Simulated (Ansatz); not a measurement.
This Ansatz (an electronic-structure program) input (r2SCAN/cc-pV5Z) gives -82.02354 Eh with 402 basis functions. A basis named .json is the Basis Set Exchange file of that set (core-valence sets with the plain set on hydrogen).

Ansatz 0.2 input:
```yaml
crystal:
  periodic: [false, false, false]
  atoms:
    - {symbol: B, position_ang: [-0.77657967, 0.03230627, -0.00413419]}
    - {symbol: N, position_ang: [0.60979542, -0.02536793, 0.00324630]}
    - {symbol: H, position_ang: [-1.39837774, -0.98543134, -0.02544751]}
    - {symbol: H, position_ang: [-1.31189213, 1.09818051, 0.01101914]}
    - {symbol: H, position_ang: [1.19719081, 0.79223349, 0.02089926]}
    - {symbol: H, position_ang: [1.12740949, -0.88893853, -0.00852404]}
basis:
  gaussian:
    orbitals: cc-pV5Z
hamiltonian:
  xc: {name: r2SCAN}
magnetization: {spin_polarized: false}
```

Change:
```diff
- orbitals: cc-pV5Z
+ orbitals: pcseg-0.json
```

### Question
What does the run give now?

### Answer
-81.76204 Eh (r2SCAN/pcseg-0, 26 functions), a change of +261.50 mEh.
